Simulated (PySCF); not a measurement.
C₄H₅Si, SMILES C1=C[SiH]C=C1 (connectivity only; charge and spin as stated), charge +1, multiplicity 1. Geometry optimised at PBE0-D3(BJ)/def2-SVP. The multiplicity is an assumed one; no other spin state was optimised. The isomer is the one that the SMILES or the coordinates give; other isomers of the formula were not compared.

Level of theory: PySCF 2.14.0 with PBE0-D3(BJ)/def2-SVP.

Harmonic wavenumbers (cm⁻¹): 217, 313, 495, 553, 583, 681, 731, 770, 805, 918, 923, 1005, 1013, 1098, 1106, 1278, 1326, 1595, 1617, 2326, 3210, 3217, 3270, 3272. Rotational constants (GHz): 6.678, 5.603, 3.047; symmetry number 2.

Question: Work out the zero-point energy and the ideal-gas rigid-rotor harmonic-oscillator thermochemistry at 298.15 K and 1 atm.

Answer: ZPE = ½ Σ hcν = ½ × 32322 cm⁻¹ = 193.33 kJ/mol. H − E(el) = 208.91 kJ/mol. Entropy in J/(mol K): translation 163.58, rotation 100.71, vibration 27.98, total 292.27. G − E(el) = 121.77 kJ/mol. Cp = 85.75 J/(mol K).
